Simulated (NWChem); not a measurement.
System: CH4BFS; SMILES CB(S)F

Here is an NWChem input.

```
start job
memory heap 200 mb stack 900 mb global 1100 mb
geometry units angstroms noautoz
  B     -0.061817     0.402103    -0.104362
  F     -1.254905     0.927151    -0.381588
  C      1.179796     1.350769    -0.030752
  H      1.286162     1.879672    -0.993115
  H      2.132235     0.858233     0.204023
  H      0.992142     2.130995     0.726355
  S     -0.063982    -1.389701     0.152720
  H      1.258246    -1.502898     0.391785
end
basis spherical
  B library cc-pvtz
  F library cc-pvtz
  C library cc-pvtz
  H library cc-pvtz
  S library cc-pvtz
end
dft
  xc hfexch
  iterations 150
  semidirect filesize 400000000
  mulliken
end
task dft energy
```

NWChem printed, in part:

```
             Northwest Computational Chemistry Package (NWChem) 7.3.0
             --------------------------------------------------------

 C1  symmetry detected

                             Geometry "geometry" -> ""
                             -------------------------

 Output coordinates in angstroms (scale by  1.889725989 to convert to a.u.)

  No.       Tag          Charge          X              Y              Z
 ---- ---------------- ---------- -------------- -------------- --------------
    1 B                    5.0000    -0.08453498     0.41473965     0.00004896
    2 F                    9.0000    -1.31823400     0.91869933    -0.00001382
    3 C                    6.0000     1.13114334     1.39917587     0.00004963
    4 H                    1.0000     1.06146376     2.05710240    -0.88282754
    5 H                    1.0000     2.11984465     0.92240301     0.00295105
    6 H                    1.0000     1.05811669     2.06116615     0.87960271
    7 S                   16.0000    -0.00501317    -1.39366675     0.00003470
    8 H                    1.0000     1.34070653    -1.47905101    -0.00069963

 Effective nuclear repulsion energy (a.u.)     143.8677202270

  xc_inp: hfexch multiplicative factor not found.

                                 NWChem DFT Module
                                 -----------------

 Summary of "ao basis" -> "ao basis" (spherical)
 ------------------------------------------------------------------------------
       Tag                 Description            Shells   Functions and Types
 ---------------- ------------------------------  ------  ---------------------
 B                          cc-pvtz                 10       30   4s3p2d1f
 F                          cc-pvtz                 10       30   4s3p2d1f
 C                          cc-pvtz                 10       30   4s3p2d1f
 H                          cc-pvtz                  6       14   3s2p1d
 S                          cc-pvtz                 12       34   5s4p2d1f

            General Information
            -------------------
          SCF calculation type: DFT
          Wavefunction type:  closed shell.
          No. of atoms     :     8
          No. of electrons :    40
           Alpha electrons :    20
            Beta electrons :    20
          Charge           :     0
          Spin multiplicity:     1
          Use of symmetry is: off; symmetry adaption is: off
          Maximum number of iterations: 150
          AO basis - number of functions:   180
                     number of shells:    66
          Convergence on energy requested:  1.00D-06
          Convergence on density requested:  1.00D-05
          Convergence on gradient requested:  5.00D-04

              XC Information
              --------------
                     Hartree-Fock (Exact) Exchange  1.000

      Superposition of Atomic Density Guess
      -------------------------------------

 Sum of atomic energies:        -561.10303296

      Non-variational initial energy
      ------------------------------

 Total energy =    -562.716394
 1-e energy   =   -1059.020025
 2-e energy   =     352.435911
 HOMO         =      -0.345658
 LUMO         =       0.050304

------------------------------------------------------------
EAF file 0: "./job.aoints.0" size=433061888 bytes
------------------------------------------------------------
               write      read    awrite     aread      wait
               -----      ----    ------     -----      ----
     calls:      826         0         0         0         0
   data(b): 4.33e+08  0.00e+00  0.00e+00  0.00e+00
   time(s): 0.00e+00  0.00e+00  0.00e+00  0.00e+00  0.00e+00
rate(mb/s): 0.00e+00  0.00e+00
------------------------------------------------------------

     ---------------------------------------------
      Total Density - Mulliken Population Analysis
     ---------------------------------------------

    Atom       Charge   Shell Charges
 -----------   ------   -------------------------------------------------------
    1 B    5     4.42   1.96  0.74  0.14  0.21  0.43  0.65  0.09  0.07  0.09  0.04
    2 F    9     9.37   1.95  1.08  0.27  0.57  1.63  2.59  1.28  0.00  0.01  0.00
    3 C    6     6.70   1.95  0.90  0.18  0.35  0.86  1.70  0.72  0.01  0.02  0.00
    4 H    1     0.79   0.23  0.41  0.13  0.01  0.02  0.00
    5 H    1     0.80   0.24  0.41  0.12  0.01  0.02  0.00
    6 H    1     0.80   0.23  0.41  0.13  0.01  0.02  0.00
    7 S   16    16.35   2.00  1.89  1.13  0.18  0.57  5.81  2.56  0.85  1.31  0.03  0.02  0.00
    8 H    1     0.76   0.19  0.40  0.14  0.01  0.03  0.00

   convergence    iter        energy       DeltaE   RMS-Dens  Diis-err
 ---------------- ----- ----------------- --------- --------- ---------
 d= 0,ls=0.0,diis     1   -561.9704616192 -7.06D+02  2.21D-03  4.39D-01
 d= 0,ls=0.0,diis     2   -562.0226987361 -5.22D-02  6.51D-04  1.22D-01
 d= 0,ls=0.0,diis     3   -562.0326922153 -9.99D-03  3.12D-04  6.37D-03
 d= 0,ls=0.0,diis     4   -562.0338561319 -1.16D-03  9.66D-05  3.58D-04
 d= 0,ls=0.0,diis     5   -562.0339475632 -9.14D-05  3.40D-05  2.81D-05
  Resetting Diis
 d= 0,ls=0.0,diis     6   -562.0339563193 -8.76D-06  8.70D-06  1.65D-06
 d= 0,ls=0.0,diis     7   -562.0339569264 -6.07D-07  1.78D-06  1.42D-07

         Total DFT energy =     -562.033956926406
      One electron energy =    -1062.081173967038
           Coulomb energy =      401.888242708761
    Exchange-Corr. energy =      -45.708745895100
 Nuclear repulsion energy =      143.867720226972

 Numeric. integr. density =        0.000000000000

                       DFT Final Molecular Orbital Analysis
                       ------------------------------------

[...]
```

Level: Hartree-Fock/cc-pVTZ. Geometry: optimised at PBE0/def2-SVP.
